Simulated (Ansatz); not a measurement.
One geometry of C$_{2}$H$_{6}$F$_{2}$OSi (`C[Si](F)(F)CO`), several functionals.

```yaml
crystal:
  periodic: [false, false, false]
  atoms:
    - {symbol: C, position_ang: [-1.555247, -0.440097, 0.648175]}
    - {symbol: Si, position_ang: [0.151364, -0.747981, 0.032314]}
    - {symbol: F, position_ang: [1.114418, -1.017935, 1.280948]}
    - {symbol: F, position_ang: [0.182306, -2.068910, -0.859455]}
    - {symbol: C, position_ang: [0.933221, 0.664630, -0.909360]}
    - {symbol: O, position_ang: [1.111409, 1.783540, -0.042459]}
    - {symbol: H, position_ang: [-1.883963, -1.247759, 1.305804]}
    - {symbol: H, position_ang: [-2.259740, -0.365875, -0.183467]}
    - {symbol: H, position_ang: [-1.587125, 0.497667, 1.207504]}
    - {symbol: H, position_ang: [0.276564, 0.999717, -1.717129]}
    - {symbol: H, position_ang: [1.875155, 0.360138, -1.386023]}
    - {symbol: H, position_ang: [1.718636, 1.527763, 0.657246]}
basis:
  gaussian: {orbitals: def2-TZVPP}
hamiltonian: {xc: {name: r2SCANh}, dispersion: d4}
output: {orbitals: {seedname: orbitals}}
```

```sh
$ ansatz run in.yaml --threads 4 --pin off --events-out ev --progress --plain
```

Shortened log:

```
Functional definition: r2SCANh
1465 factors; their error is unknown
mean field evaluation 1: about -17521.7776 eV, gradient 7.9e1 eV
mean field evaluation 2: about -17514.9680 eV, gradient 1.0e2 eV
mean field evaluation 4: about -17533.1533 eV, gradient 3.9e0 eV
mean field evaluation 8: about -17533.1778 eV, gradient 4.9e-1 eV
mean field evaluation 16: about -17533.1781 eV, gradient 5.3e-5 eV
mean field -17533.17806048 eV, -644.3324093077 hartree, gradient 5.3e-5 eV, S^2 0.000000; 0 other end points of the search recorded, 0 dependent functions left out
reference -17533.17807126 eV, -644.3324097040 hartree; 29, 29 occupied and 252, 252 virtual orbitals, 1465 factors
Total energy: -17533.24277724 eV, -644.3347876048 hartree
```

Hardware: 4 threads of a server CPU on a shared host. Wall time 2.8 s, peak host memory 0.8 GiB.

The same input with `hamiltonian: {xc: {name: wB97X-V}}` (abridged; 4.7 s):

```
Functional definition: wB97X-V
mean field evaluation 16: about -17534.5624 eV, gradient 1.5e-4 eV
mean field -17534.56242738 eV, -644.3832838531 hartree, gradient 4.0e-5 eV, S^2 0.000000
Total energy: -17534.56242539 eV, -644.3832837796 hartree
```

With the line `hamiltonian: {xc: lda}` (abridged; 0.95 s):

```
Functional definition: SPW92
mean field evaluation 16: about -17437.8357 eV, gradient 2.6e-4 eV
mean field -17437.83570718 eV, -640.8286424492 hartree, gradient 6.1e-5 eV, S^2 0.000000
Total energy: -17437.83574670 eV, -640.8286439017 hartree
```

Changing it to `hamiltonian: {xc: pbe, dispersion: d4}` and forces (abridged; 1.8 s):

```
Functional definition: PBE
mean field evaluation 16: about -17524.4046 eV, gradient 7.7e-3 eV
mean field -17524.40458603 eV, -644.0099900685 hartree, gradient 2.8e-5 eV, S^2 0.000000
Total energy: -17524.64928275 eV, -644.0189825072 hartree
Atom 0 force    -0.006602     0.008905     0.005264 eV/Å
Atom 1 force    -0.263181     0.396508    -0.122673 eV/Å
Atom 2 force     0.397088    -0.098660     0.528282 eV/Å
Atom 3 force     0.000612    -0.577390    -0.387446 eV/Å
Atom 4 force    -0.021552    -0.227783    -0.129520 eV/Å
Atom 5 force    -0.230817     0.592299    -0.009170 eV/Å
Atom 6 force    -0.072453    -0.145390     0.126399 eV/Å
Atom 7 force    -0.138769     0.016473    -0.147883 eV/Å
Atom 8 force    -0.020849     0.174901     0.107638 eV/Å
Atom 9 force    -0.128548     0.070147    -0.175414 eV/Å
Atom 10 force     0.196918    -0.079937    -0.133362 eV/Å
Atom 11 force     0.288154    -0.130073     0.337884 eV/Å
Dipole moment:    -0.129211     0.102155    -0.004024 e Å
```

With the line `hamiltonian: {xc: {name: B2PLYP}}` (abridged; 3.7 s):

```
Functional definition: B2PLYP
mean field evaluation 16: about -17518.9777 eV, gradient 1.5e-4 eV
mean field -17518.97771915 eV, -643.8105563890 hartree, gradient 3.4e-6 eV, S^2 0.000000
10 core orbitals not correlated: weight in the atoms' cores, before any rotation towards them, 1.000 or more for the frozen orbitals, at most 0.000 for the correlated occupied ones
second order -39.10248346 eV of doubles, -0.00000000 eV of singles
Total energy: -17529.53556076 eV, -644.1985499118 hartree
```

With the line `hamiltonian: {xc: {name: r2SCAN0}, dispersion: d4}` (abridged; 3.1 s):

```
Functional definition: r2SCAN0
mean field evaluation 16: about -17532.4124 eV, gradient 1.2e-4 eV
mean field -17532.41241067 eV, -644.3042721962 hartree, gradient 1.9e-5 eV, S^2 0.000000
Total energy: -17532.48369480 eV, -644.3068918397 hartree
```
